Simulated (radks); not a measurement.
Removal energies from the manganese ion Mn9+, [Ne] 3s2 3p4, by Delta-SCF beside the eigenvalue of the level emptied. Calculated with a radial shooting solver on a logarithmic mesh with Libxc functionals: scalar-relativistic Kohn-Sham, PBEsol, spin-polarised, spherical densities, finite nucleus; Fermi nuclear charge, rms radius of each element as measured or else 0.836 A^(1/3) + 0.57 fm. Open shells are filled with parallel spins first.

| removed from | final configuration | Delta-SCF (eV) | -eigenvalue (eV) |
|---|---|---|---|
| 3p | [Ne] 3s2 3p3 | 248.17 | 235.04 |
| 3s | [Ne] 3s1 3p4 | 281.23 | 268.08 |
| 2p | [He] 2s2 2p5 3s2 3p4 | 884.67 | 846.21 |
| 2s | [He] 2s1 2p6 3s2 3p4 | 992.82 | 959.08 |
